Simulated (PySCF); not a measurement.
A calculated (revPBE, PySCF 2.14, x2c-QZVPPall, scalar relativity by spin-free X2C-1e) atom or ion has these occupied shells.

```csv
shell,electrons,orbital energy (eV),"rms radius, mean of both spins (bohr)"
1s α,1,-14154.3,0.0478
1s β,1,-14154.2,0.0478
2s α,1,-1874.7,0.199
2s β,1,-1874.6,0.199
2p α,3,-1658.9,0.177
2p β,3,-1658.8,0.177
3s α,1,-275.71,0.568
3s β,1,-275.62,0.568
3p α,3,-206.97,0.585
3p β,3,-206.86,0.585
3d α,5,-93.238,0.616
3d β,5,-93.103,0.616
4s α,1,-34.385,1.64
4s β,1,-33.293,1.64
4p α,3,-19.944,1.97
4p β,2,-19.003,1.97
```

Problem. Name the element and its charge.

Solution. Kr⁺ (krypton, charge +1), in [Ar] 3d10 4s2 4p5, 2P determinant.
